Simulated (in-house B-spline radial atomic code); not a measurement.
# The potassium ion K⁴⁺: [Ne] 3s2 3p2 5f1 (an excited or competing configuration)

Computed with a B-spline radial code for spherical atoms: Dirac-Hartree-Fock, average of configuration, Fermi nucleus of rms radius 3.4349 fm.

Effective charges: Z_r = [3n² - l(l+1)]/(2<r>) from the radius, Z_e = n√(-2ε) from the energy, and Slater's rules. Values are occupation-weighted means over j.

```csv
shell,electrons,ε (eV),<r> (bohr),Z_r,Z_e,Slater
1s,2,-3735.6,0.08094,18.53,16.57,18.70
2s,2,-477.63,0.3822,15.70,11.85,14.85
2p,6,-393.8,0.3474,14.39,10.76,14.85
3s,2,-110.5,1.148,11.76,8.55,9.15
3p,2,-92.189,1.204,10.38,7.81,9.15
5f,1,-13.877,6.11,5.16,5.05,5.00
```

The least bound orbital is 5f7/2 at -13.88 eV, and it is also the most diffuse (<r> = 6.11 bohr).

Spin-orbit splittings of the orbital energies (j = l + 1/2 above j = l - 1/2 when positive): 2p 3.002 eV, 3p 0.3821 eV, 5f 0.000223 eV.

For the 1s electron the small component carries 0.46 % of the norm, the zero-frequency Breit interaction raises the level by 3.038 eV, self-energy by 1.396 eV, and vacuum polarisation lowers it by 0.1005 eV.
